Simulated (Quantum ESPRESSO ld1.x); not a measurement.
Coherent X-ray form factor from a spherical all-electron density. Method: non-relativistic Kohn-Sham, LDA (Slater exchange, Perdew-Wang correlation), spin-polarised, spherical densities, point nucleus; computed with ld1.x of Quantum ESPRESSO 7.5.

sin(theta)/lambda (1/angstrom),f0 (electrons)
0.05,6.960
0.1,6.841
0.15,6.651
0.2,6.397
0.25,6.093
0.3,5.752
0.4,5.012
0.5,4.273
0.6,3.605
0.8,2.594
1,1.990
1.25,1.599
1.5,1.393
2,1.128

The species is in the configuration that NIST lists as its ground one. Which atom or ion scatters so?

Answer. The magnesium ion Mg5+, [He] 2s2 2p3. Extrapolating in s^2 from the first two rows gives f0(0) = 7.0, near the electron count 7; among species with that count, the fall with angle is slower the higher Z, and the table is that of Z = 12; from so few rows the species is fixed only to a neighbour or two.
